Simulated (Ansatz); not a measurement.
Consider the ligand exchange at the Si–C bond: `CB(S)C[SiH3]` + `[OH][GaH][SH]` → `[SiH3][O][GaH][SH]` + `CB(C)S`.

Gas-phase electronic energies from Ansatz, PBE0-D4/def2-TZVP geometries. CCSD(T)/CBS adds triple-zeta CCSD(T) − MP2 to the extrapolated MP2 energy (def2 sets, frozen cores). Functionals use def2-TZVPP. For Ga outer-core shells are correlated without core-valence functions, which leaves a few kJ/mol of doubt a bond. Scalar relativity is left out up to krypton. One conformer a species, not always the lowest.

Question: Is it downhill or uphill in electronic energy at CCSD(T)/CBS, and by how much? (Estimate.)

Answer: The calculation gave: Downhill: ΔE = -0.97 eV.

Question: What do these levels give: PBE-D4, B2PLYP, CCSD(T)/def2-TZVPP, HF/def2-QZVPP, MP2/def2-QZVPP, MP2/CBS(def2)? (An estimate is asked.)

Answer: Computed: PBE-D4 -0.83, B2PLYP -1.03, CCSD(T)/def2-TZVPP -0.98, HF/def2-QZVPP -1.26, MP2/def2-QZVPP -0.97, MP2/CBS(def2) -0.96 eV.

Largest T1 diagnostic among the species: 0.014.

In def2-TZVPP, CCSD(T) changes the Hartree–Fock value by +0.26 eV (the triples alone add +0.04 eV) and MP2 by +0.27 eV. From PBE to PBE0 (25 % exact exchange), in def2-TZVPP and without D4, ΔE moves by −0.06 eV.
